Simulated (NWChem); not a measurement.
# C2H8OSn; SMILES C[O][SnH2][CH3]

All runs: NWChem. No frequency run checked for a minimum. def2 effective core potentials on Sn; no spin-orbit coupling. Each level has its own optimisation. Brackets give each atom's bonded neighbours. One conformer.

| level | r C–Sn (Å) | r O–Sn (Å) | r C–H [C(HHHSn)–H(C)] (Å) | r C–O (Å) | dipole (D) |
|---|---|---|---|---|---|
| Hartree-Fock/3-21G (all-electron, non-relativistic) | 2.164 | 1.936 | 1.085 | 1.424 | 1.82 |
| Hartree-Fock/STO-3G (all-electron, non-relativistic) | 2.106 | 1.952 | 1.082 | 1.422 | 1.46 |
| PBE-D3(BJ)/def2-SVP (core potentials) | 2.168 | 2.024 | 1.107 | 1.407 | 2.06 |
